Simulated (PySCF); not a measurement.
Compound: C₅H₆FN.
SMILES with atom numbers: `[CH3:1][n:2]1[cH:3][cH:4][c:5]([F:6])[cH:7]1` (hydrogens: H8, H9, H10 on C1; H11 on C3; H12 on C4; H13 on C7)

Linear response at CAM-B3LYP/def2-SVPD (PySCF, frozen core in the response, non-relativistic). Geometry: PBE0-D3(BJ)/def2-SVP; no solvent, vibrations or thermal averaging.

Static isotropic polarisability: 65.15 au (9.65 Å³), principal values 44.9, 70.3, 80.3 au.

Q: What is the polarisability at 1064 nm and at the sodium D line?

A: 65.78 au at 1064 nm (+1.0 %), 67.28 au at 589.3 nm (+3.3 %). The rise at 589.3 nm is 3.41 times that at 1064 nm; a pure ω² law gives 3.26. The lowest singlet lies at 206 nm, shorter than both wavelengths.

Q: What is the isotropic C6 coefficient between two such molecules, C6 = (3/π)∫α(iω)² dω?

A: 1775 au (Eh·bohr⁶) by a ten-point quadrature over imaginary frequencies, which is 1060 eV·Å⁶ or 102 J·nm⁶/mol.

Q: Which effective excitation energy ω̄ makes London's formula C6 = (3/4)α²ω̄ exact here?

A: ω̄ = 4·C6/(3α²) = 0.558 Eh = 15.2 eV. A one-pole form α(ω) = α/(1 − ω²/ω̄²) fitted to the 1064 nm value gives 11.9 eV. London's choice of the ionisation energy (8.32 eV, ΔSCF at the same level) gives C6 = 973 au, 45 % too low.

Q: How anisotropic is the static polarisability, by Δα² = ½[(α1 − α2)² + (α2 − α3)² + (α3 − α1)²]?

A: Δα = 31.7 au, or 0.49 of the isotropic value.

Q: How many electrons N does the Slater–Kirkwood formula C6 = (3/4)·√N·α^(3/2) need to give this C6?

A: N = (4·C6/3)²/α³ = 20.3; the species has 52 electrons in all.

Q: What three-body coefficient follows from the one-pole estimate C9 = (3/4)·α·C6?

A: 86700 au. This is an estimate from the two numbers above, not a computed integral.

The run took about 50 s of CPU time (one thread, shared machine). This is the whole response run at CAM-B3LYP/def2-SVPD, SCF included.
